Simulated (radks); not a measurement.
Question: S, 16 electrons, occupied as [Ne] 3s2 3p4. All-electron calculation, non-relativistic Kohn-Sham, PBE, spin-polarised, spherical densities, point nucleus; open shells are filled with parallel spins first; hard spherical wall at 20 bohr. Program: a radial shooting solver on a logarithmic mesh with Libxc functionals. Some entries of the table are withheld. Estimate them.

orbital  occ.  eigenvalue (Ry)  <1/r> (bohr^-1)
1s up       1        -176.2122            15.56
1s down     1        -176.1934            15.56
2s up       1              (1)            3.045
2s down     1              (2)            3.045
2p up       3        -11.50083            2.952
2p down     3        -11.47544            2.951
3s up       1         -1.31477           0.8096
3s down     1         -1.17713           0.8076
3p up       3         -0.56606           0.6664
3p down     1         -0.44030           0.6496

Answer: 
(1) 2s up eigenvalue (Ry): -15.46162
(2) 2s down eigenvalue (Ry): -15.44352
